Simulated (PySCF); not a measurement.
# Vibration and rotation of ZnO⁻

PBE0 constants of ZnO⁻, ²Σ⁺ (doublet), unpaired electrons σ ↑ (PySCF, no relativity, basis sets Zn def2-SVPD, O def2-SVPD; masses 63.9291 and 15.9949 u):

* ωe: 627.9 cm⁻¹
* ωexe: 7.24 cm⁻¹
* Be: 0.42126 cm⁻¹
* αe: 0.00504 cm⁻¹
* D (centrifugal): 7.58e-07 cm⁻¹
* De to Zn + O⁻: 2.28 eV

(1) Give the vibrational terms G(v) and spacings up to v = 6.

(2) How well does the Morse estimate ωe²/(4ωexe) reproduce De, and what is D0?

For an ion De counts to the pair picked by the measured ionisation energies or electron affinities, which need not be the lowest pair at this level. The state is the lowest determinant that a PBE0 search found; another state may lie lower at other levels.

## Answers

(1) G(v) = ωe(v+½) − ωexe(v+½)².

```json
{"v": "0", "G(v) (cm⁻¹)": "312", "G(v) − G(v−1)": "", "Bv (cm⁻¹)": "0.4187"}
{"v": "1", "G(v) (cm⁻¹)": "926", "G(v) − G(v−1)": "613", "Bv (cm⁻¹)": "0.4137"}
{"v": "2", "G(v) (cm⁻¹)": "1524", "G(v) − G(v−1)": "599", "Bv (cm⁻¹)": "0.4087"}
{"v": "3", "G(v) (cm⁻¹)": "2109", "G(v) − G(v−1)": "584", "Bv (cm⁻¹)": "0.4036"}
{"v": "4", "G(v) (cm⁻¹)": "2679", "G(v) − G(v−1)": "570", "Bv (cm⁻¹)": "0.3986"}
{"v": "5", "G(v) (cm⁻¹)": "3234", "G(v) − G(v−1)": "556", "Bv (cm⁻¹)": "0.3935"}
{"v": "6", "G(v) (cm⁻¹)": "3775", "G(v) − G(v−1)": "541", "Bv (cm⁻¹)": "0.3885"}
```

(2) It gives 1.69 eV, 74 % of the computed De. D0 = De − G(0) = 2.28 − 0.04 = 2.24 eV.
